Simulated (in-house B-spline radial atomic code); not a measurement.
## Ni VIII (Ni7+): [Ne] 3s2 3p5 3d3 4p1 (an excited or competing configuration)

Method: non-relativistic PBEsol, spin-polarised, spherical fractional occupations, point nucleus. Calculated with a B-spline radial code for spherical atoms.

Z_r = [3n² - l(l+1)]/(2<r>); Z_e = n√(-2ε); the last column is Slater's effective charge. Values are occupation-weighted means over spin.

| shell | electrons | ε (eV) | <r> (bohr) | Z_r | Z_e | Slater |
| --- | --- | --- | --- | --- | --- | --- |
| 1s | 2 | -8287.7 | 0.05487 | 27.34 | 24.68 | 27.70 |
| 2s | 2 | -1136 | 0.2481 | 24.19 | 18.28 | 23.85 |
| 2p | 6 | -1014.4 | 0.2164 | 23.11 | 17.27 | 23.85 |
| 3s | 2 | -260.66 | 0.7012 | 19.25 | 13.13 | 17.10 |
| 3p | 5 | -223.01 | 0.7077 | 17.66 | 12.15 | 17.10 |
| 3d | 3 | -162.02 | 0.6982 | 15.04 | 10.35 | 10.30 |
| 4p | 1 | -87.004 | 1.69 | 13.61 | 10.12 | 9.50 |

The least bound orbital is 4p up at -87 eV, and it is also the most diffuse (<r> = 1.69 bohr).
